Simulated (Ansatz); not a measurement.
A structure relaxed at PBE0-D4/def2-TZVP in Ansatz, charge 0, singlet:

```xyz
5

Ge   -0.012   -0.009   -0.225
I     0.123    0.090    2.283
H    -1.494   -0.097   -0.605
H     0.754   -1.255   -0.680
H     0.629    1.270   -0.773
```

Q: Give its formula, name or SMILES and point group.

A: GeIH3 (GeH₃I). Point group C3v (tolerance 0.1 Å).

Q: Summarise the bond lengths by kind (pairs closer than 1.2 times the sum of covalent radii, bridged metal pairs left out).

A: 1 × Ge–I 2.51 Å; 3 × Ge–H 1.53 Å.

In the def2 sets I takes a core potential; there is no spin–orbit coupling.
